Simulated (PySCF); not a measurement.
Ta(NH)(NH2)3 (H7N4Ta), SMILES [NH2][Ta](=[NH])([NH2])[NH2], multiplicity 1. Atoms are numbered in the order given.

```xyz
12

Ta     0.0000     0.0000    -0.0320
N      0.0000     0.0000    -1.8170
H      0.0000     0.0000    -2.8298
N      1.8089    -0.5805     0.6257
H      2.5222    -1.0606     0.0816
H      2.2216    -0.2601     1.5009
N     -0.4017     1.8568     0.6257
H     -0.8856     2.0540     1.5009
H     -0.3427     2.7146     0.0816
N     -1.4072    -1.2763     0.6257
H     -2.1796    -1.6540     0.0816
H     -1.3360    -1.7939     1.5009
```

The structure is a stationary point at B3LYP-D3(BJ)/def2-SVP. The spin state was assumed, not searched. The def2 effective core potentials stand for the cores of Ta; spin–orbit coupling is left out. One conformer was computed; it need not be the lowest.

Calculation: PBE/def2-TZVP (PySCF).

ESP charges are fitted to the potential on shells at 1.4 to 2.0 van der Waals radii. Atomic charges (e):

```json
[
 {"atom": "Ta1", "ESP fit": "2.11", "Löwdin": "0.55", "Mulliken": "1.10"},
 {"atom": "N2", "ESP fit": "-1.19", "Löwdin": "-0.38", "Mulliken": "-0.60"},
 {"atom": "H3", "ESP fit": "0.48", "Löwdin": "0.13", "Mulliken": "0.20"},
 {"atom": "N4", "ESP fit": "-1.36", "Löwdin": "-0.40", "Mulliken": "-0.70"},
 {"atom": "H5", "ESP fit": "0.44", "Löwdin": "0.15", "Mulliken": "0.24"},
 {"atom": "H6", "ESP fit": "0.45", "Löwdin": "0.15", "Mulliken": "0.23"},
 {"atom": "N7", "ESP fit": "-1.36", "Löwdin": "-0.40", "Mulliken": "-0.70"},
 {"atom": "H8", "ESP fit": "0.45", "Löwdin": "0.15", "Mulliken": "0.23"},
 {"atom": "H9", "ESP fit": "0.44", "Löwdin": "0.15", "Mulliken": "0.24"},
 {"atom": "N10", "ESP fit": "-1.37", "Löwdin": "-0.40", "Mulliken": "-0.70"},
 {"atom": "H11", "ESP fit": "0.45", "Löwdin": "0.15", "Mulliken": "0.24"},
 {"atom": "H12", "ESP fit": "0.45", "Löwdin": "0.15", "Mulliken": "0.23"}
]
```
